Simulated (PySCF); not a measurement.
1,1-dichloroprop-1-ene (C3H4Cl2), SMILES CC=C(Cl)Cl. The structure is a stationary point at B3LYP-D3(BJ)/def2-SVP.

Method: B3LYP-D3(BJ)/def2-SVP in PySCF 2.14.0.

Harmonic wavenumbers (cm⁻¹): 116, 216, 227, 293, 446, 478, 598, 829, 871, 985, 1046, 1130, 1287, 1395, 1453, 1458, 1707, 3025, 3085, 3149, 3176. Rotational constants (GHz): 3.909, 2.363, 1.486; symmetry number 1.

Work out the zero-point energy and the ideal-gas rigid-rotor harmonic-oscillator thermochemistry at 298.15 K and 1 atm.

ZPE = ½ Σ hcν = ½ × 26969 cm⁻¹ = 38.55 kcal/mol. H − E(el) = 42.88 kcal/mol. Entropy in cal/(mol K): translation 40.03, rotation 27.55, vibration 11.15, total 78.73. G − E(el) = 19.40 kcal/mol. Cp = 21.49 cal/(mol K). Modes under 150 cm⁻¹ make the vibrational entropy uncertain.
